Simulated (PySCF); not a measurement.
H₂AsN + NH₃ → AsH₅ + N₂

Level: PBE0 in the def2-TZVP basis family, all electrons, no relativity, computed in PySCF with density fitting; open shells unrestricted.

| species | state and structure | ZPE (kJ/mol) | H(298 K) − H(0) (kJ/mol) | S° (J/(mol K)) |
| --- | --- | --- | --- | --- |
| H₂AsN | singlet, C2v, As–H 1.521 Å (×2), As–N 1.638 Å; H–As–H 104.3°, H–As–N 127.9° (×2) | 43.6 | 11.5 | 249.9 |
| NH₃ | singlet, C3v, N–H 1.013 Å (×3); H–N–H 107.1° (×3) | 90.6 | 10.0 | 192.4 |
| AsH₅ | singlet, D3h, As–H 1.529 Å (×3), As–H 1.604 Å (×2) | 98.8 | 11.5 | 230.3 |
| N₂ | singlet, D∞h, N–N 1.089 Å | 14.9 | 8.7 | 191.4 |

(1) Is the gas-phase reaction uphill or downhill in electronic energy at this level, and by how much?

(2) Add zero-point, thermal and entropy terms for 298.15 K and 1 bar.

Answers

(1) At PBE0/def2-TZVP, ΔE = -99.5 kJ/mol, downhill. 

(2) ΔZPE = -20.5 and Δ[H(298) − H(0)] = -1.3 kJ/mol give ΔH° = -121.3 kJ/mol. ΔS° = -20.6 J/(mol K), so ΔG° = -121.3 − 298.15 × (-0.0206) = -115 kJ/mol and log₁₀K = 20.2.

Only the bonding shown was studied: isomers, or loss of a ligand pair, can lie lower.
